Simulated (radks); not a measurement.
The numbers below are computed, except where a source is named.
Effect of the nuclear size on neutral ytterbium, [Xe] 4f14 6s2. Code: a radial shooting solver on a logarithmic mesh with Libxc functionals. Model: Dirac Kohn-Sham, relativistic LDA (MacDonald-Vosko exchange, VWN5 correlation), spin-unpolarised, spherical densities, finite nucleus; Fermi nuclear charge, rms radius 5.3108 fm. The rms radius is varied about that value; shifts are against it.

| rms radius (fm) | total energy shift (eV) | density at nucleus (e/bohr^3) | 1s1/2 shift (meV) | 2s1/2 shift (meV) | 5s1/2 shift (meV) | 5p1/2 shift (meV) | 6s1/2 shift (meV) | 4f7/2 shift (meV) | 6p1/2 (empty) shift (meV) |
|---|---|---|---|---|---|---|---|---|---|
| 4.4451 | -11.8 | 1.069e+06 | -4790 | -652 | -5.01 | 0.476 | -0.194 | 0.843 | 0.165 |
| 4.955 | -5.03 | 1.034e+06 | -2040 | -278 | -2.13 | 0.203 | -0.083 | 0.359 | 0.070 |
| 5.3108 | 0 | 1.012e+06 | 0.000 | 0.000 | 0.000 | 0.000 | 0.000 | 0.000 | 0.000 |
| 5.6082 | 4.39 | 9.956e+05 | 1780 | 242 | 1.86 | -0.177 | 0.072 | -0.313 | -0.061 |
| 6.4367 | 17.5 | 9.542e+05 | 7090 | 964 | 7.41 | -0.703 | 0.287 | -1.25 | -0.243 |

Slopes of the eigenvalues against <r^2> in GHz/fm^2, as finite differences over the two radii next to the reference (eigenvalue slopes, not the field-shift constants of lines): 1s1/2 134000, 2s1/2 18200, 5s1/2 140, 5p1/2 -13.3, 6s1/2 5.43, 4f7/2 -23.6, 6p1/2 (empty) -4.60.
